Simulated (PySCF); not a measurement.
C2H9FSi2, SMILES C[C@H]([SiH3])[SiH2]F.

The structure is a stationary point at PBE0-D3(BJ)/def2-SVP. The structure was generated by enumeration; whether it is a known compound was not checked. Other conformers were not sampled.

Two levels are set side by side: PBE/def2-TZVP (PySCF) and r2SCAN/def2-TZVP (PySCF). Same geometry, gas phase. Differences are taken from unrounded values.

| quantity | r2SCAN | PBE | PBE minus r2SCAN |
|---|---|---|---|
| orbital gap (eV) | 6.89 | 6.26 | -0.63 |
| highest occupied level (eV) | -7.48 | -7.21 | 0.27 |
| lowest empty level (eV) | -0.59 | -0.95 | -0.36 |
| dipole moment (D) | 1.21 | 1.19 | -0.02 |
| mean polarisability (bohr³) | 76.3 | 78.6 | 2.3 |

Rough cost on one machine, each run with all the roots and properties that it gave: r2SCAN against PBE about 4 times.
